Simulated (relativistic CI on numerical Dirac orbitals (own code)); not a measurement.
# Electric-dipole transitions in Pd¹²⁺

These numbers are calculated, not measured: Dirac-Coulomb-Breit CI, orbitals from a KLI potential per configuration, model QED (radiative potential, 1s self-energy scaled to tabulated hydrogen-like ionisation energies), unscaled Slater integrals (own radial code, finite nucleus).

Configurations in the expansion (outside the closed core [Ar] 3d10): 4s²4p⁴, 4s4p⁵, 4p⁶, 4s²4p³4d, 4s4p⁴4d, 4s²4p³4f, 4s4p⁴4f, 4p⁵4d, 4s4p³4d², 4s²4p³5s, 4s²4p³5p, 4s²4p²4d4f, 4p⁴4d², 4p³4d³, 4p³4d²4f, 4p³4d²5s. Double excitations out of closed p, d and f shells are left out; levels of such configurations are missing from the list, as are those of other unlisted configurations, and high levels can miss mixing partners. These lack a partner that the ground configuration has and come out too high: 4s²4p³5p.

| λ vac (Å) | Lower | Upper | A (s⁻¹) | log gf | S velocity/length |
| --- | --- | --- | --- | --- | --- |
| 156.24 | 4s4p⁵ ³P°2 [6] | 4s4p⁴4d ³P2 [94] | 1.89e+11 | 0.54 | 0.79 |
| 157.59 | 4s4p⁵ ³P°1 [7] | 4s4p⁴4d ³P2 [98] | 1.96e+11 | 0.56 | 0.81 |
| 157.61 | 4s4p⁵ ³P°2 [6] | 4s4p⁴4d ³D3 [93] | 2.43e+11 | 0.80 | 0.85 |
| 160.76 | 4s4p⁵ ¹P°1 [9] | 4s²4p³4f ¹D2 [114] | 1.79e+11 | 0.54 | 0.84 |
| 167.85 | 4s²4p⁴ ³P1 [3] | 4s²4p³4d ¹D°2 [45] | 9.73e+10 | 0.31 | 0.78 |
| 168.59 | 4s²4p⁴ ³P0 [2] | 4s²4p³4d ³D°1 [44] | 1.40e+11 | 0.25 | 0.77 |
| 169.03 | 4s²4p⁴ ³P2 [1] | 4s²4p³4d ³D°3 [40] | 3.04e+11 | 0.96 | 0.77 |
| 169.32 | 4s²4p⁴ ¹D2 [4] | 4s²4p³4d ¹F°3 [46] | 3.62e+11 | 1.04 | 0.81 |
| 172.19 | 4s²4p⁴ ³P1 [3] | 4s²4p³4d ³D°1 [44] | 1.82e+11 | 0.39 | 0.76 |
| 173.56 | 4s²4p⁴ ¹D2 [4] | 4s²4p³4d ¹D°2 [45] | 1.94e+11 | 0.64 | 0.66 |
| 174.82 | 4s²4p⁴ ³P0 [2] | 4s²4p³4d ³P°1 [41] | 1.41e+11 | 0.29 | 0.73 |
| 175.05 | 4s²4p⁴ ³P2 [1] | 4s²4p³4d ³P°2 [37] | 1.84e+11 | 0.63 | 0.77 |
| 175.85 | 4s²4p⁴ ³P1 [3] | 4s²4p³4d ³D°2 [43] | 1.87e+11 | 0.64 | 0.77 |
| 176.80 | 4s²4p⁴ ³P2 [1] | 4s²4p³4d ¹P°1 [36] | 1.52e+11 | 0.33 | 0.76 |
| 177.49 | 4s²4p³4d ⁵D°2 [10] | 4s²4p³4f ⁵F3 [106] | 1.07e+11 | 0.55 | 0.97 |
| 178.52 | 4s²4p³4d ⁵D°3 [12] | 4s²4p³4f ⁵F4 [105] | 1.28e+11 | 0.74 | 0.97 |
| 178.61 | 4s²4p⁴ ¹S0 [5] | 4s²4p³4d ¹P°1 [47] | 2.87e+11 | 0.61 | 0.71 |
| 180.84 | 4s²4p³4d ⁵D°4 [14] | 4s²4p³4f ⁵F5 [103] | 1.50e+11 | 0.91 | 0.99 |
| 183.54 | 4s²4p³4d ¹G°4 [24] | 4s²4p³4f ¹H5 [124] | 1.08e+11 | 0.78 | 1.12 |
| 184.90 | 4s²4p³4d ³G°5 [25] | 4s²4p³4f ³H6 [123] | 1.12e+11 | 0.87 | 1.10 |

Terms are leading LS components. Brackets give the number of a level in order of energy, since labels repeat. The list gives strong lines, with weight on those to low levels, among the lowest 200 of 3081 levels, so that lines to higher ones, which can be the strongest, are missing. Levels whose partners in the same complex of configurations lie outside the list can be far off, and so can their lines. Rates are taken at the computed energies, electric ones in the length gauge. A velocity-to-length ratio far from 1 marks an uncertain rate.

At this charge energies of transitions that change n are usually good to better than 1 %, and those within a shell (Δn = 0) to a few per cent.

LS names give the leading component of a level, which can be under half, so a name can repeat, a term be missing and a line seem to break the LS rules.
